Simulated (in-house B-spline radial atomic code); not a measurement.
In⁺. Computed with a B-spline radial atomic code. Model: all-electron spherical atom, spin shells full or empty, radial basis limit, no spin-orbit coupling: exact exchange with a local potential (Slater, KLI or optimised effective potential, whose far tail is KLI's), no correlation.

The run also made RPA and GW results, which its time includes.

The Slater potential averages the orbital exchange potentials with the orbital densities as weights, KLI adds orbital constants, and the optimised effective potential minimises the exact-exchange energy among local potentials. So their energies lie above Hartree-Fock in the order OEP, KLI, Slater. All fall off as −1/r, unlike LDA and GGA exchange.

Command:
```bash
python run_gw.py task.json out
```
Settings (nuclear radius in fm, other lengths in bohr, energies in hartree):
```
Z                      49
electrons              48
configuration          [Kr] 4d10 5s2
hamiltonian            x2c
method                 kli
lmax                   9
rms_radius             4.6156
spin_polarised         False
box_radius             23.78
intervals              104
ion_configuration      [Kr] 4d10 5s1
```

Cost of the run: 18 s on 1 thread of Intel(R) Xeon(R) Platinum 8488C (Sapphire Rapids), with other jobs on the host.

Given: hamiltonian one-electron scalar X2C; mean-field start exchange-only KLI.

Computed: energy above Hartree-Fock 24.96 millihartree.

```
radius (bohr)  r times exchange potential (hartree bohr)
      0.00102                                  -0.045108
      0.00129                                    -0.0569
      0.00163                                  -0.071623
      0.00207                                  -0.090436
      0.00262                                   -0.11353
      0.00331                                          ?
      0.00419                                   -0.17641
       0.0053                                          ?
      0.00671                                   -0.26636
      0.00849                                   -0.32111
       0.0107                                   -0.37891
       0.0136                                   -0.43845
       0.0172                                   -0.48935
       0.0218                                   -0.52395
       0.0275                                   -0.53411
       0.0348                                   -0.52674
       0.0441                                   -0.54326
       0.0558                                   -0.63268
       0.0706                                    -0.7703
       0.0893                                   -0.88795
        0.113                                   -0.93179
        0.143                                   -0.89658
        0.181                                   -0.92273
        0.229                                    -1.1269
         0.29                                    -1.3104
        0.367                                    -1.2949
        0.464                                    -1.0472
        0.587                                   -0.91994
        0.743                                    -1.1884
         0.94                                    -1.3617
         1.19                                     -1.327
          1.5                                    -1.1554
          1.9                                   -0.97907
         2.41                                   -0.91217
         3.05                                   -0.93213
         3.86                                   -0.96569
         4.88                                   -0.98586
```

Question: What belongs in the row 0.00331?

Answer: r times exchange potential (hartree bohr): -0.14175.

Question: What belongs in the row 0.0053?

Answer: r times exchange potential (hartree bohr): -0.21778.

| occupied | level (hartree) | Hartree-Fock level (hartree) |
| --- | --- | --- |
| 1s | -1018.2 | -1032.2 |
| 2s | -152.89 | -158.12 |
| 2p | ? | ? |
| 3s | -29.453 | -31.664 |
| 3p | ? | ? |
| 3d | -16.394 | -17.61 |
| 4s | -4.7654 | -5.5786 |
| 4p | -3.2493 | -3.8499 |
| 4d | -1.0633 | -1.2828 |
| 5s | -0.63674 | -0.63544 |

Question: What belongs in the row 2p?

Answer: level (hartree): -137.35; Hartree-Fock level (hartree): -141.77.

Question: What belongs in the row 3p?

Answer: level (hartree): -24.348; Hartree-Fock level (hartree): -26.161.

```json
{"empty": "5p", "level (hartree)": "-0.40854"}
{"empty": "6s", "level (hartree)": "?"}
{"empty": "5d", "level (hartree)": "-0.20867"}
{"empty": "6p", "level (hartree)": "-0.1888"}
```

Question: What belongs in the row 6s?

Answer: level (hartree): -0.24775.

The highest level, 5s, differs from Hartree-Fock by -0.035 eV and the deepest, 1s, by +381 eV: a local potential can match the highest level but can't give each shell its own exchange.
